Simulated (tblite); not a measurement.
Isomers of C3H5N3OSi. All values are computed: GFN2-xTB (tblite) harmonic vibrations without scaling, gas phase. Errors from tens to a few hundred cm⁻¹ against measured bands are possible. Modes of hydrogen on silicon can be 10 to 20 % off. One conformer each.

Electronic energies: GFN2-xTB at the same geometries; isomer energies are rough at this level and their order can be wrong.

```
            SMILES  electronic energy, lowest = 0 (kJ/mol)
O=Cc1cn([SiH3])nn1                                   114.9
  O=Cc1ncnn1[SiH3]                                    26.4
   [SiH3]Oc1cncnn1                                     0.0
O=Cc1cnn([SiH3])n1                                   107.1
```

Q: How do GFN2-xTB zero-point energies change the relative energies?

A: 
```tsv
SMILES	ZPE (kJ/mol)	of it from modes above 1550 cm⁻¹	electronic (kJ/mol)	with ZPE, lowest = 0 (kJ/mol)	lowest mode (cm⁻¹)	rings
[SiH3]Oc1cncnn1	211.0	87.7	0.0	0.0	81	1
O=Cc1ncnn1[SiH3]	214.3	88.0	26.4	29.8	129	1
O=Cc1cnn([SiH3])n1	209.3	88.0	107.1	105.5	14	1
O=Cc1cn([SiH3])nn1	209.1	88.1	114.9	113.0	38	1
```

The zero-point energies span 5.2 kJ/mol, from `O=Cc1cn([SiH3])nn1` to `O=Cc1ncnn1[SiH3]`. The order is unchanged.

Q: What do entropy and thermal enthalpy add at 298.15 K and 1 bar (rigid rotor, harmonic oscillator, one conformer each)?

A: 
```json
{"SMILES": "[SiH3]Oc1cncnn1", "point group": "Cs", "symmetry number": "1", "S (J/(mol K))": "370.8", "H − H(0) (kJ/mol)": "23.47", "ZPE + H − H(0) − TS (kJ/mol)": "123.9"}
{"SMILES": "O=Cc1ncnn1[SiH3]", "point group": "Cs", "symmetry number": "1", "S (J/(mol K))": "359.0", "H − H(0) (kJ/mol)": "22.65", "ZPE + H − H(0) − TS (kJ/mol)": "130.0"}
{"SMILES": "O=Cc1cn([SiH3])nn1", "point group": "Cs", "symmetry number": "1", "S (J/(mol K))": "387.0", "H − H(0) (kJ/mol)": "24.90", "ZPE + H − H(0) − TS (kJ/mol)": "118.7"}
```

Not tabulated: `O=Cc1cnn([SiH3])n1` (lowest mode only 14 cm⁻¹).
